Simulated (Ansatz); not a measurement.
Basis sets compared for B(PF3)H3 (BPH3F3). The state is a singlet with charge 0. Geometry PBE-D4/def2-SVP. Ansatz on 2 threads of Intel Xeon Platinum 8488C on a shared host; times are rough, and most runs start from earlier orbitals.

```
atom   x (Å)   y (Å)   z (Å)
  B1  -0.707   0.839  -0.082
  F2   1.979  -0.328  -0.419
  F3   0.149  -1.901  -0.748
  F4   0.745  -1.179   1.501
  P5   0.478  -0.567   0.055
  H6  -1.749   0.356   0.344
  H7  -0.698   1.085  -1.282
  H8  -0.197   1.694   0.631
```

Another isomer (singlet) lies 1.86 eV lower at PBE0-D4/def2-TZVP; other spin states weren't run for this one.

Binding counts from free atoms (B doublet, F doublet, P quartet, H doublet) in the same basis, without a counterpoise term.

```csv
level,functions,energy (Eh),HOMO (eV),LUMO (eV),binding per atom (eV),wall time
PBE-D4/def2-SVP,89,-666.7666,-8.32,-1.02,3.68,0.85 s
PBE0-D4/def2-SVP,89,-666.7979,-9.80,-0.14,3.53,1.1 s
```

(1) Estimate the rows for PBE-D4/def2-TZVP (with forces), PBE0-D4/def2-TZVP.

## Answers

(1) 
```json
{"level": "PBE-D4/def2-TZVP (with forces)", "functions": "179", "energy (Eh)": "-667.3163", "HOMO (eV)": "-8.47", "LUMO (eV)": "-1.34", "binding per atom (eV)": "3.73", "wall time": "2.1 s"}
{"level": "PBE0-D4/def2-TZVP", "functions": "179", "energy (Eh)": "-667.3451", "HOMO (eV)": "-9.86", "LUMO (eV)": "-0.36", "binding per atom (eV)": "3.61", "wall time": "2.3 s"}
```
